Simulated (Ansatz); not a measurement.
Total energies of BGeH6NS, SMILES `NB[S][GeH3]`.

```xyz
10

N     1.800   -0.592    1.418
B     0.865   -0.262    0.443
S    -0.846    0.127    0.926
Ge   -1.688    0.532   -1.090
H     1.592   -0.633    2.402
H     2.753   -0.812    1.191
H     1.202   -0.238   -0.705
H    -3.165    0.889   -0.870
H    -1.566   -0.719   -1.972
H    -0.946    1.708   -1.742
```

The species carries charge 0 and has multiplicity 1. Correlated methods include outer-core shells of Ge, which these sets cover unevenly. Scalar relativity is left out up to krypton. Geometry: relaxed with PBE0-D4/def2-TZVP. It is one conformer, not always the lowest. Basis def2-TZVPP, Ansatz.

RPA on PBE orbitals: Hartree–Fock energy of these orbitals -2555.59885 Eh, correlation -1.25453 Eh (frozen core).

```tsv
functional	energy without D4 (Eh)	D4 term (kJ/mol)
LDA (SPW92)	-2553.23419	–
PBE	-2557.93162	-20.5
revPBE	-2558.27675	-58.7
BLYP	-2558.54695	-44.9
r2SCAN	-2558.45267	-4.9
B97M-V	-2558.05454	–
PBE0	-2558.03419	-17.4
B3LYP	-2558.61207	-33.4
r2SCANh	-2558.44003	-5.3
r2SCAN0	-2558.42241	-5.9
HSE06 (plane-wave form)	-2558.02213	-16.3
BHLYP	-2558.46985	-27.1
CAM-B3LYP	-2558.62485	-17.8
LC-ωPBE	-2558.09849	–
ωB97X-V	-2558.26451	–
ωB97M-V	-2558.35304	–
B2PLYP	-2557.96829	–
PBE-QIDH	-2557.61169	–
```

B3LYP takes the VWN-RPA correlation (the form of Gaussian; ORCA's B3LYP/G). HSE06 is the plane-wave form, built on full-range PBE exchange. The double hybrids freeze the cores in their second-order part.

LC-ωPBE has ω = 0.4 bohr⁻¹.
